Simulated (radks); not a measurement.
All-electron atom: K V in [Ne] 3s2 3p3.

All-electron calculation, scalar-relativistic Kohn-Sham, PBE, spin-unpolarised, spherical densities, point nucleus. Program: a radial shooting solver on a logarithmic mesh with Libxc functionals.

Energy parts (eV):
part                      energy
total                 -16237.449
kinetic                16338.573
electron-nucleus      -37739.068
Hartree                 6021.295
exchange-correlation    -858.249

Orbitals (lengths in bohr, moments of r in powers of bohr; r(90%) holds 90 % of the orbital's charge):
orbital	occ.	eigenvalue (eV)	r(90%)
1s	2	-3588.442	0.145
2s	2	-416.8811	0.602
2p	6	-343.9185	0.577
3s	2	-89.5282	1.73
3p	3	-71.4480	1.87

The highest occupied level is 3p at -71.448 eV. The density falls to 0.001 e/bohr^3 at r = 2.72 bohr. For comparison, the ionisation energy in NIST's Atomic Spectra Database is 82.7 eV (semi-empirical). In exact Kohn-Sham theory the highest level is minus the ionisation energy, but local and semilocal functionals leave it too shallow, through self-interaction and a potential that decays too fast; potentials with the right tail come closer. Summed over all electrons, <r^2> = 9.764 bohr^2, which gives a Langevin (diamagnetic) susceptibility term of -7.73 x 10^-6 cm^3/mol.

Beside tabulated values, note that spin-unpolarised runs miss the spin-polarisation part of the exchange energy of open shells.
